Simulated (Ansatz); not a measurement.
`[SiH3]C[SiH2][GaH2]` → `[SiH3][CH2][GaH2]` + `[SiH2]` at 700 K and 1 bar (silylene formation by 1,1-elimination).

Calculated with Ansatz (gas phase, PBE0-D4/def2-TZVP geometries, no zero-point term in ΔE). CBS: MP2 limit from def2 TZ/QZ plus the TZ coupled-cluster correction, frozen cores. This one scheme is used for every species. For Ga outer-core shells are correlated without core-valence functions, which leaves a few kJ/mol of doubt a bond. Scalar relativity is left out up to krypton. Each species was taken in one conformer, which may not be the lowest.

```csv
species,CCSD(T)/CBS energy (Eh),H − E (kJ/mol),S (J/(mol·K))
`[SiH3]C[SiH2][GaH2]`,-2545.55264,314.8,523.9
`[SiH3][CH2][GaH2]`,-2255.26496,243.1,450.3
`[SiH2]`,-290.19011,56.3,240.4
```

H − E and S are ideal-gas, rigid-rotor, harmonic terms from PBE0-D4/def2-TZVP, for one conformer and one mirror image of each species. 1 Eh = 2625.50 kJ/mol, R = 8.31446 J/(mol·K).

Task: By hand: ΔE, ΔH, ΔS and ΔG.

Result: ΔE = (-2255.26496) + (-290.19011) − (-2545.55264) = 0.09757 Eh = 256.2 kJ/mol. Δ(H − E) = 243.1 + 56.3 − 314.8 = -15.4, so ΔH = 240.8 kJ/mol. ΔS = 450.3 + 240.4 − 523.9 = 166.8 J/(mol·K). ΔG = 240.8 − 700 × (166.8)/1000 = 124.0 kJ/mol.

Task: By hand: the equilibrium constant, and the temperature at which ΔG would vanish if ΔH and ΔS stayed fixed.

Result: log₁₀ K = −ΔG/(RT ln 10) = -9.3. ΔG = 0 at ΔH/ΔS = 1444 K.

The number of gas molecules changes by +1, which sets the sign of ΔS. A doubt of 5 kJ/mol in ΔE shifts log₁₀ K by 0.4 here. Other conformers and mirror images would add mixing entropy, several J/(mol·K) or more a flexible species. These are equilibria of isolated gas molecules and say nothing of rates. Largest T1 diagnostic: 0.014 (customary marks: 0.02 for closed shells, 0.045 for open ones).
